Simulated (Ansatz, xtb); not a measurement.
# Isomers of C4H8O3 in order of energy

8 gas-phase structures of C4H8O3, from a drawn sample of its isomers (lower ones may exist). Each was relaxed with GFN2-xTB; where two conformers were screened, the lower at r2SCAN-D4/def2-SVP//GFN2-xTB is listed:

A. `CC1OCOCO1`, a singlet
B. `O=COCCCO`, a singlet
C. `COC1OCCO1`, a singlet
D. `CO[C@H](C)OC=O`, a singlet
E. `CC(=O)OCCO`, a singlet
F. `OCC1OCCO1`, a singlet
G. `COCOC(C)=O`, a singlet
H. `C[C@H](CO)OC=O`, a singlet

Problem. Which do you expect lowest at r2SCAN-D4/def2-SVP//GFN2-xTB, and how would the others follow?

Solution. Calculated order at r2SCAN-D4/def2-SVP//GFN2-xTB: E (0.0), H (27.2), G (27.3), D (32.1), B (38.6), A (90.9), C (99.9), F (108.9) kJ/mol. Less than 1 kcal/mol parts H and G, so the order within that pair means little.

Energies above the lowest of each column, in kJ/mol; the last columns are at r2SCAN-D4/def2-SVP geometries and were run for some of them only (a dash: not run or not comparable):

| structure | GFN2-xTB | HF/STO-3G | r2SCAN-D4/def2-SVP//GFN2-xTB | r2SCAN-D4/def2-SVP | CCSD(T)/def2-SVP + ΔMP2/def2-TZVPP |
| --- | --- | --- | --- | --- | --- |
| E | 0.0 | 108.0 | 0.0 | 0.0 | 0.0 |
| H | 26.3 | 142.4 | 27.2 | 27.3 | 18.2 |
| G | 6.8 | 93.9 | 27.3 | 29.1 | 30.5 |
| D | 20.7 | 112.3 | 32.1 | 32.7 | 33.8 |
| B | 33.9 | 146.8 | 38.6 | 39.6 | – |
| A | 1.1 | 10.5 | 90.9 | – | – |
| C | 3.6 | 0.0 | 99.9 | – | – |
| F | 35.4 | 48.7 | 108.9 | – | – |

CCSD(T)/def2-SVP + ΔMP2/def2-TZVPP puts E lowest of those it was run on; HF/STO-3G picks C. Some further structures that were screened fall inside this span and aren't listed. Flexible structures stand in one conformer each, not always the lowest. E keeps a small imaginary mode. Frequencies (GFN2-xTB) were run for D, E, G, H alone. ΔMP2 is the change of the MP2 energy from the smaller to the larger basis.

Over these structures GFN2-xTB departs from r2SCAN-D4/def2-SVP//GFN2-xTB by 37.1 kJ/mol on average once a common shift is removed. A GFN2-xTB relaxation took about 0.054 s and the r2SCAN-D4/def2-SVP//GFN2-xTB energy about 1.6 s on a shared host (Ansatz 0.2.0, xtb 6.7.1).
